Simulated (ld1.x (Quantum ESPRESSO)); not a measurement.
## Scattering properties, TM potential for chromium (Cr)

- Element: Cr
- Generator: ld1.x (Quantum ESPRESSO) 7.5
- Type: norm-conserving Troullier–Martins (Kleinman–Bylander form)
- Functional: PBEsol
- Relativity: scalar-relativistic
- Frozen core: [Ne]
- Valence charge: 14
- Reference configuration: 3s2 3p6 3d5 4s1 4p0
- Partial waves: 3p (bound): rc 1.55 bohr; 3d (bound): rc 2.20 bohr; 4f channel at 0.05 Ry: rc 1.90 bohr; 3s (bound): rc 0.95 bohr
- Local potential: the s channel
- Core correction: none

Occupied shells without a wave of their own: 4s. They enter only through the test configuration that unscreens the potential.

The phase is arctan(r·u′/u) with u = r·R(r), unwrapped; energies in Ry, scanned from -7 to 5 Ry. A pole is an energy at which the radial function vanishes at the test radius. The pseudo phase is shifted by a multiple of π to meet the all-electron one at the reference energy, and phase errors are pseudo minus all-electron; the curves can meet again beyond the range given. Levels narrower than the energy grid can be missing from the lists of poles.

```csv
channel,radius (bohr),reference energy (Ry),"poles, all-electron","poles, pseudo",unbroken range about the reference energy with phases within 0.05 rad,phase error 1 Ry above the reference energy (rad)
s,2.41,-5.42,"-5.40, 2.89","-5.40, 2.81",the whole range,-0.000
p,2.41,-3.33,"-3.27, 3.94","-3.27, 3.88",the whole range,-0.000
d,2.41,-0.22,0.10,0.11,below 1.4,+0.017
f,2.41,0.05,none,none,the whole range,+0.000
```

Phases in the f channel:

| E (Ry) | all-electron | pseudo |
| --- | --- | --- |
| -7.00 | 1.428 | 1.428 |
| -6.74 | 1.426 | 1.426 |
| -6.48 | 1.423 | 1.423 |
| -6.22 | 1.421 | 1.421 |
| -5.96 | 1.418 | 1.418 |
| -5.70 | 1.416 | 1.416 |
| -5.44 | 1.413 | 1.413 |
| -5.18 | 1.410 | 1.410 |
| -4.92 | 1.407 | 1.407 |
| -4.66 | 1.403 | 1.403 |
| -4.40 | 1.400 | 1.400 |
| -4.14 | 1.396 | 1.396 |
| -3.88 | 1.392 | 1.392 |
| -3.62 | 1.388 | 1.388 |
| -3.36 | 1.383 | 1.383 |
| -3.10 | 1.378 | 1.378 |
| -2.84 | 1.373 | 1.373 |
| -2.58 | 1.367 | 1.367 |
| -2.32 | 1.360 | 1.360 |
| -2.06 | 1.353 | 1.353 |
| -1.80 | 1.345 | 1.345 |
| -1.54 | 1.337 | 1.337 |
| -1.28 | 1.327 | 1.327 |
| -1.02 | 1.316 | 1.316 |
| -0.76 | 1.304 | 1.304 |
| -0.50 | 1.290 | 1.290 |
| -0.24 | 1.274 | 1.274 |
| 0.02 | 1.255 | 1.255 |
| 0.28 | 1.232 | 1.232 |
| 0.54 | 1.204 | 1.204 |
| 0.80 | 1.170 | 1.170 |
| 1.06 | 1.126 | 1.126 |
| 1.32 | 1.068 | 1.068 |
| 1.58 | 0.987 | 0.988 |
| 1.84 | 0.871 | 0.871 |
| 2.10 | 0.692 | 0.693 |
| 2.36 | 0.407 | 0.409 |
| 2.62 | -0.014 | -0.011 |
| 2.88 | -0.480 | -0.476 |
| 3.14 | -0.838 | -0.834 |
| 3.40 | -1.066 | -1.063 |
| 3.66 | -1.212 | -1.209 |
| 3.92 | -1.311 | -1.308 |
| 4.18 | -1.381 | -1.379 |
| 4.44 | -1.435 | -1.433 |
| 4.70 | -1.478 | -1.475 |
| 4.96 | -1.514 | -1.510 |
